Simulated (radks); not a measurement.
Results of a calculation; reference values are marked as such.
All-electron atom: Cl IV in [Ne] 3s1 3p3 (not the ground configuration). Code: a radial shooting solver on a logarithmic mesh with Libxc functionals. Model: scalar-relativistic Kohn-Sham, PBEsol, spin-polarised, spherical densities, finite nucleus; open shells are filled with parallel spins first; Fermi nuclear charge, rms radius 3.3654 fm.

Unscreened Slater integrals over Kohn-Sham orbitals (eV). They are taken over the spin-up orbitals.

| integral | value |
|---|---|
| F0(3p,3p) | 16.421 |
| F2(3p,3p) | 8.4159 |
| F0(3p,3s) | 17.019 |
| G1(3p,3s) | 11.431 |
| F0(3p,2p) | 22.142 |
| F2(3p,2p) | 4.1809 |
| G0(3p,2p) | 1.7220 |
| G2(3p,2p) | 1.7363 |
| F0(3p,2s) | 21.828 |
| G1(3p,2s) | 1.3245 |
| F0(3s,3s) | 17.699 |
| F0(3s,2p) | 23.375 |
| G1(3s,2p) | 1.9050 |
| F0(3s,2s) | 23.129 |
| G0(3s,2s) | 1.5225 |
| F0(2p,2p) | 61.437 |
| F2(2p,2p) | 28.503 |
| F0(2p,2s) | 57.871 |
| G1(2p,2s) | 34.159 |
| F0(2s,2s) | 55.518 |

Derived for the open shells (J is the average intra-shell exchange parameter used in DFT+U). 3p: J = F2/5 = 1.683 eV.
